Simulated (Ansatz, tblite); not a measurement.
Adding an electron: the cluster Au₃S⁺ (the lowest singlet isomer of a short search). Charge 1, multiplicity 1. Geometry: r2SCAN-D4/def2-SVP. Ansatz, gas phase; energy differences of separate SCF runs; the reduced species was run as a doublet alone.

Cartesian coordinates in Å:
```
Au 1.823 0.674 -0.389
Au -0.213 -1.333 1.453
Au -1.312 -0.028 -1.483
S -0.299 0.687 0.419
```

In the def2 sets Au takes a core potential; there is no spin–orbit coupling. The xTB rows come from tblite. The structure comes from a short search, and lower isomers may exist.

(1) Estimate orbital energies and vertical electron affinities at: GFN1-xTB; GFN2-xTB; PBE-D4/def2-TZVP; r2SCAN-D4/def2-TZVP; PBE0-D4/def2-TZVP.

## Answers

(1) 
```tsv
level	−HOMO (eV)	−LUMO (eV)	vertical EA (eV)	HOMO–LUMO gap (eV)
GFN1-xTB	17.05	15.17	12.16	1.88
GFN2-xTB	15.94	12.77	9.82	3.17
PBE-D4/def2-TZVP	11.20	8.92	6.69	2.28
r2SCAN-D4/def2-TZVP	11.33	8.65	6.57	2.69
PBE0-D4/def2-TZVP	12.13	7.83	6.32	4.30
```

 Raw xTB energy differences between charge states are shifted by several eV; the methods need an empirical correction for them.
